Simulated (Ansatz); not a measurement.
Relaxation of F₃H₂NSi (7 atoms, charge 0, multiplicity 1), to a largest force component of 0.015 eV/Å in at most 40 steps.

All numbers below come from RKS PBE0-D4/def2-SVP (Ansatz).

```xyz
7
Properties=species:S:1:pos:R:3
N -0.126 0.699 0.800
Si 0.276 -0.478 -0.288
F -0.823 -0.435 -1.485
F 0.300 -1.859 0.476
F 1.742 -0.155 -0.850
H -1.133 0.559 1.051
H -0.177 1.602 0.251
```

Question: Where does it end, and by what steps?

Answer: The run converged. After 7 steps the energy has fallen by 0.401 eV; F3 moved furthest, 0.40 Å.

```tsv
step	energy less start (eV)	largest force component (eV/Å)	accepted
0	0.0000	2.608	yes
1	-0.2261	0.966	yes
2	-0.3523	1.244	yes
3	-0.3650	0.731	yes
4	-0.3970	0.168	yes
5	-0.4009	0.021	yes
6	-0.4010	0.026	yes
7	-0.4010	0.001	yes
```

```xyz
7
Properties=species:S:1:pos:R:3
N -0.310 0.764 0.643
Si 0.227 -0.472 -0.358
F -0.650 -0.743 -1.673
F 0.232 -1.858 0.440
F 1.699 -0.134 -0.887
H -1.059 0.640 1.312
H -0.078 1.735 0.479
```

The run took 44 s on 1 thread of Arm Neoverse N1, with other jobs on the host, peak memory 0.16 GiB.
